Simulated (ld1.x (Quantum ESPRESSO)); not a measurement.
**What one change does to a pseudopotential (Te (Z = 52), ultrasoft)**

| Quantity | Value |
| --- | --- |
| Element | Te (Z = 52) |
| Generator | ld1.x (Quantum ESPRESSO) 7.5 |
| Type | ultrasoft |
| Functional | PBE |
| Relativity | scalar-relativistic |
| Frozen core | [Kr] 4d10 |
| Valence charge | 6 |
| Reference configuration | 5s2 5p3 (charge +1) |
| Partial waves | 5s (bound): rcut 1.50, rcutus 1.90 bohr; 5s channel at 0.15 Ry: rcut 1.50, rcutus 1.90 bohr; 5p (bound): rcut 2.10, rcutus 2.25 bohr; 5p channel at -0.45 Ry: rcut 2.10, rcutus 2.25 bohr; 5d channel at -0.05 Ry: rcut 1.60, rcutus 2.10 bohr |
| Local potential | all-electron potential smoothed inside 1.60 bohr (lloc = -1) |
| Core correction | a·sin(br)/r model core inside 1.70 bohr |
| Augmentation charge | built from norm-conserving waves at rcut, not smoothed further |

All-electron outer shells of the reference configuration (PBE, scalar-relativistic, ld1.x):

```json
{"shell": "5s", "level (eV)": "-23.44", "outermost node (bohr)": "0.91", "outermost maximum (bohr)": "1.77"}
{"shell": "5p", "level (eV)": "-13.68", "outermost node (bohr)": "1.00", "outermost maximum (bohr)": "2.11"}
```

Change: core correction a·sin(br)/r model core inside 1.96 bohr.

Cutoffs: the cutoffs (Ry, on a coarse ladder) from which the occupation-weighted sum of valence levels, in a spherical-Bessel basis at the reference potential, stays within 10 and 1 mRy of its value at 400 Ry; they do not see the model core or the augmentation charge, which bear on the density cutoff. Errors are all-electron minus pseudo energies relative to the spin-unpolarised reference configuration.

**Question.** What does the change do?

**Answer.** The potential gets neither clearly harder nor softer (10 Ry and 15 Ry → 10 Ry and 15 Ry); both files keep a bound ghost (s); the number of tests with a reliable result goes from 7 to 4 (the test run of the changed file stopped, so its transferability is not established); of the 4 tests that both files solve, the error grows in 3 and shrinks in 1 by more than 15 % and 0.3 meV (median size 31.1 → 25.6 meV). A wider model core is smoother and lowers the density cutoff, which this test does not measure.

```csv
quantity,base,changed
"cutoff, loose",10 Ry,10 Ry
"cutoff, tight",15 Ry,15 Ry
bound ghosts,s,s
tests with a reliable result,7 of 7,4 of 7 (the test run stopped)
"error for 5s2 5p4, meV [ΔE -9.73 eV]",-0.9,-2.4
"error for 5s2 5p2, meV [ΔE 17.92 eV]",-15,-18
"error for 5s2 5p1, meV [ΔE 44.82 eV]",-71,-85
"error for 5s0 5p6, meV [ΔE 8.97 eV]",-47,-33
s: phases at 2.44 bohr within 0.05 rad from the reference energy up to (Ry; the scan ends near 5),to the end of the scan,to the end of the scan
p: phases at 2.44 bohr within 0.05 rad from the reference energy up to (Ry; the scan ends near 5),4.2,4.2
d: phases at 2.44 bohr within 0.05 rad from the reference energy up to (Ry; the scan ends near 5),0.5,0.5
lowest overlap eigenvalue by channel,"s 0.34, p 0.42, d 1.00","s 0.34, p 0.42, d 1.00"
```

 A true bound ghost makes a file unfit for plane-wave use even where its test errors are small: the radial tests pick states by their node count and pass the ghost by.
